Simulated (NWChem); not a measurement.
System: CH5BO3; SMILES OCB(O)O

Input file for NWChem:

```
start job
memory heap 200 mb stack 900 mb global 1100 mb
geometry units angstroms noautoz
  O      0.161542     1.869171    -0.024263
  C     -0.758054     0.762621     0.144725
  B      0.023569    -0.631853     0.037172
  O     -0.583367    -1.855619    -0.038057
  O      1.381807    -0.587670     0.041323
  H      0.302257     1.984014    -0.976716
  H     -1.179268     0.888244     1.151230
  H     -1.610426     0.853656    -0.547265
  H     -1.547631    -1.790808    -0.042313
  H      1.629420     0.350884     0.134308
end
basis spherical
  * library def2-svp
end
dft
  xc xwpbe 0.80 cpbe96 1.0 hfexch 1.00
  cam 0.2 cam_alpha 0.2 cam_beta 0.8
  iterations 150
end
tddft
  nroots 8
  notriplet
end
task tddft energy
```

Parts of the log:

```
             Northwest Computational Chemistry Package (NWChem) 7.3.0
             --------------------------------------------------------

 C1  symmetry detected

                             Geometry "geometry" -> ""
                             -------------------------

 Output coordinates in angstroms (scale by  1.889725989 to convert to a.u.)

  No.       Tag          Charge          X              Y              Z
 ---- ---------------- ---------- -------------- -------------- --------------
    1 O                    8.0000     0.05476335     1.89590029    -0.03689574
    2 C                    6.0000    -0.81574430     0.74850414     0.11919769
    3 B                    5.0000     0.02991047    -0.60886713     0.02187791
    4 O                    8.0000    -0.51963415    -1.85890698    -0.06199704
    5 O                    8.0000     1.38454903    -0.50294344     0.04455792
    6 H                    1.0000     0.20305116     2.01791140    -0.98730636
    7 H                    1.0000    -1.25589147     0.85389897     1.11990598
    8 H                    1.0000    -1.66188295     0.80131124    -0.58431943
    9 H                    1.0000    -1.48570121    -1.83802642    -0.07937755
   10 H                    1.0000     1.58791211     0.44581664     0.14120052

 Effective nuclear repulsion energy (a.u.)     170.9965289471

  pbe96 is a nonlocal functional; adding pw91lda local functional.

                                 NWChem DFT Module
                                 -----------------

 Summary of "ao basis" -> "ao basis" (spherical)
 ------------------------------------------------------------------------------
       Tag                 Description            Shells   Functions and Types
 ---------------- ------------------------------  ------  ---------------------
 O                          def2-svp                 6       14   3s2p1d
 C                          def2-svp                 6       14   3s2p1d
 B                          def2-svp                 6       14   3s2p1d
 H                          def2-svp                 3        5   2s1p

[...]

                                NWChem TDDFT Module
                                -------------------

            General Information
            -------------------
           No. of orbitals :     190
            Alpha orbitals :      95
             Beta orbitals :      95
        Alpha frozen cores :       0
         Beta frozen cores :       0
     Alpha frozen virtuals :       0
      Beta frozen virtuals :       0
         Spin multiplicity :       1
    Number of AO functions :      95
        Use of symmetry is : off
      Symmetry adaption is : off
         Schwarz screening :  0.10D-07

              XC Information
              --------------
              Hartree-Fock (Exact) Exchange   1.00
              LC-wPBE(h)Exchange Functional   0.80
     Perdew 1991 LDA Correlation Functional   1.00 local
    PerdewBurkeErnz. Correlation Functional   1.00 non-local
           Alpha           :  0.20
           Beta            :  0.80
           Gamma           :  0.20

             TDDFT Information
             -----------------
          Calculation type : TDDFT
         Wavefunction type : Restricted singlets
          No. of electrons :      40
           Alpha electrons :      20
            Beta electrons :      20
              No. of roots :       8
          Max subspacesize :    5600
            Max iterations :     100
               Target root :       1
           Target symmetry : none
      Symmetry restriction : off
                 Algorithm : Optimal
        Davidson threshold :  0.10D-03

    8 smallest eigenvalue differences (eV)
--------------------------------------------------------
  No. Spin  Occ  Vir  Irrep   E(Occ)    E(Vir)   E(Diff)
--------------------------------------------------------
    1    1   20   21 a        -0.353     0.104    12.457
    2    1   20   22 a        -0.353     0.115    12.738
    3    1   20   23 a        -0.353     0.130    13.162
    4    1   19   21 a        -0.398     0.104    13.678
    5    1   19   22 a        -0.398     0.115    13.959
    6    1   18   21 a        -0.416     0.104    14.155
    7    1   19   23 a        -0.398     0.130    14.383
    8    1   20   24 a        -0.353     0.175    14.384
--------------------------------------------------------

  Entering Davidson iterations
  Restricted singlet excited states

  Iter   NTrls   NConv    DeltaV     DeltaE      Time
  ----  ------  ------  ---------  ---------  ---------
    1      8       0     0.41E+00   0.10+100        9.1
    2     24       0     0.48E-01   0.37E-01       11.9
    3     40       0     0.22E-01   0.30E-02       12.0
    4     56       0     0.58E-01   0.67E-02       11.9
    5     72       0     0.22E-01   0.39E-02       11.9
    6     88       1     0.12E-01   0.76E-03       11.9
    7    102       3     0.49E-02   0.15E-03       11.2
    8    112       5     0.18E-02   0.19E-04        9.9
    9    118       6     0.56E-03   0.20E-05        8.5
   10    122       7     0.14E-03   0.15E-06        7.8
   11    124       8     0.64E-04   0.76E-08        7.1
  ----  ------  ------  ---------  ---------  ---------
  Convergence criterion met

  Ground state a        -291.235958055514 a.u.

[...]
```

Level: LRC-wPBEh/def2-SVP, full TDDFT. Structure relaxed at the B3LYP/6-31G* (spherical d) level.
